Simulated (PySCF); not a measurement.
# Multinuclear NMR of CH$_{11}$O$_{2}$PSi$_{3}$

Bonds (- single, = double, # triple, : aromatic): C1-O2, O2-Si3, Si3-Si4, Si3-P5, Si3-O6, O6-Si7. C1 carries H8, H9, H10; Si4 carries H11, H12, H13; P5 carries H14, H15; Si7 carries H16, H17, H18. Stereochemistry as in CO[Si@@]([SiH3])(P)O[SiH3].

[PySCF 2.14: GFN2-xTB geometry; shielding tensors at PBE0/pcSseg-1 (GIAO); fast rotation and ring inversion assumed for equivalent nuclei; in vacuum; one conformer; no relativistic terms]

Problem. Where does ³¹P resonate?

Solution. 
| atoms | environment | σ (ppm) | δ (ppm) |
| --- | --- | --- | --- |
| P5 | phosphorus bonded to Si, 2 H | 597.2 | -224.6 |

Shieldings were converted by a linear fit to measured shifts: ³¹P: δ = 270.09 − 0.828σ (rms 18.1 ppm, 64 shifts vs H3PO4, solution or neat liquid). A few per cent of atoms miss by over 2 rms, more outside the fitted compound classes.

On a 400 MHz spectrometer ³¹P resonates near 161.9 MHz, so 1 ppm is 161.9 Hz.

Problem. What are the ²⁹Si shifts?

Solution. 
| atoms | environment | σ (ppm) | δ (ppm) |
| --- | --- | --- | --- |
| Si3 | silicon bonded to 2 O, P, Si | 340.5 | 0.1 |
| Si7 | silicon bonded to O, 3 H | 391.3 | -41.7 |
| Si4 | silicon bonded to Si, 3 H | 471.9 | -107.9 |

Shieldings were converted by a linear fit to measured shifts: ²⁹Si (scatter 8.9 ppm rms, 25.8 ppm with the 6 outliers that the fit left out vs TMS, solution or neat liquid). Occasional misses reach two or three times the rms, and more in compound classes unlike the fitted ones.

On a 400 MHz spectrometer ²⁹Si resonates near 79.5 MHz, so 1 ppm is 79.5 Hz.

Problem. Predict the ¹⁷O NMR data.

Solution. 
| atoms | environment | σ (ppm) | δ (ppm) |
| --- | --- | --- | --- |
| O6 | oxygen bonded to 2 Si | 268.7 | 21.9 |
| O2 | oxygen bonded to C, Si | 269.5 | 21.2 |

Shieldings were converted by a linear fit to measured shifts: ¹⁷O: δ = 266.70 − 0.911σ (rms 10.7 ppm, 155 shifts, 12.2 ppm with the 3 outliers that the fit left out vs liquid water, solution or neat liquid). Occasional misses reach two or three times the rms, and more in compound classes unlike the fitted ones.

On a 300 MHz spectrometer ¹⁷O resonates near 40.7 MHz, so 1 ppm is 40.7 Hz.
